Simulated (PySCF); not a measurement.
C5H4N (SMILES [c]1cccnc1), doublet, geometry from GFN2-xTB, with bond 10-6 at 1.6 times its length. Base run: PBE0/3-21G (PySCF).

Input for PySCF:
```python
from pyscf import gto, scf, dft

mol = gto.Mole()
mol.atom = '''
    C     0.670230   -1.213013    0.016606
    C    -0.698138   -1.210426    0.010904
    C    -1.351389    0.020939   -0.005841
    C    -0.549915    1.151183   -0.015403
    N     0.765437    1.108040   -0.009458
    C     1.402177   -0.055568    0.006446
    H    -1.265642   -2.130391    0.019039
    H    -2.429348    0.090836   -0.011106
    H    -0.981882    2.143756   -0.028509
    H     3.128332    0.002674    0.012938
'''
mol.basis = '3-21g'
mol.charge = 0
mol.spin = 1
mol.verbose = 4
mol.build()

mf = dft.UKS(mol)
mf.xc = 'pbe0'
mf.kernel()
```

Variants of this job, named by their change:

```csv
change,ΔE vs base (mEh),SCF cycles,<S^2>
base,0.000,17,0.762
init_guess = vsap,0.000,19,0.762
conv_tol = 1e-4,0.076,6,0.759
DIIS = ADIIS,0.000,30,0.762
diis_space = 4,0.000,28,0.762
conv_tol = 1e-12,0.000,21,0.762
diis_space = 20,0.000,16,0.762
diis = off; damp = 0.6 (with mf.diis_start_cycle = 200; with mf.max_cycle = 150),0.000,56,0.762
init_guess = huckel,0.000,18,0.762
conv_tol_grad = 1e-3,0.000,17,0.762
conv_tol = 1e-7,0.000,13,0.762
level_shift = 1.0 (with mf.max_cycle = 100),0.000,52,0.762
init_guess = sap,0.000,21,0.762
```

Open shells are given as the SCF converged; they aren't shown to be the lowest states, and a large step between rows can be another state.
